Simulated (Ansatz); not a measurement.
Z-matrix (Å, degrees):
```
Si
Si 1 2.339
H 1 1.489 2 110.6
H 1 1.489 2 110.6 3 120.3
H 1 1.488 2 109.6 3 -119.9
C 2 1.901 1 116.2 3 78.2
C 2 1.901 1 116.2 3 161.5
H 2 1.492 1 110.5 3 -60.2
O 6 1.440 2 90.1 1 100.3
H 6 1.097 2 115.2 1 -146.0
H 6 1.092 2 119.8 1 -13.5
H 7 1.097 2 115.2 1 146.0
H 7 1.092 2 119.8 1 13.5
```

Charge 0, multiplicity 1.

Q: List the PBE/def2-TZVPP orbital energies in eV (the Gaussian-basis code of Ansatz). (Best estimate.)

A: Ansatz gave: Occupied: -1779.60, -1779.54, -510.44, -269.93, -269.93, -137.36, -137.34, -94.10, -94.09, -94.08, -94.06, -94.06, -94.06, -25.82, -17.29, -15.81, -13.60, -12.38, -11.52, -11.01, -10.48, -9.79, -8.63, -8.59, -7.46, -7.25, -6.71, -5.65. Lowest empty: -1.36, -0.68, -0.12, 0.21, 0.44, 0.52, 0.91, 1.33.
